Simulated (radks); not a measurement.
Values are calculated unless marked as measured or tabulated.
Species: the tellurium ion Te10+. Configuration: [Kr] 4d6. Code: a radial shooting solver on a logarithmic mesh with Libxc functionals. Model: non-relativistic Kohn-Sham, TPSS, spin-polarised, spherical densities, point nucleus; open shells are filled with parallel spins first (spin-orbit coupling, left out, can overturn this in heavy ions); meta-GGA in the generalised Kohn-Sham scheme; relativity is left out, which matters for an element this heavy.

Unscreened Slater integrals over Kohn-Sham orbitals (cm^-1). They are taken over the spin-up orbitals.

F0(4d,4d): 229840
F2(4d,4d): 118590
F4(4d,4d): 79790
F0(4d,4p): 238230
F2(4d,4p): 123780
G1(4d,4p): 157160
G3(4d,4p): 98854
F0(4d,4s): 241860
G2(4d,4s): 121930
F0(4p,4p): 247890
F2(4p,4p): 131350
F0(4p,4s): 251970
G1(4p,4s): 173040
F0(4s,4s): 256330

Derived for the open shells (J is the average intra-shell exchange parameter used in DFT+U). 4d: Racah B = F2/49 - 5 F4/441 = 1516 cm^-1, C = 35 F4/441 = 6333 cm^-1, C/B = 4.18, F4/F2 = 0.673, J = (F2 + F4)/14 = 14170 cm^-1.
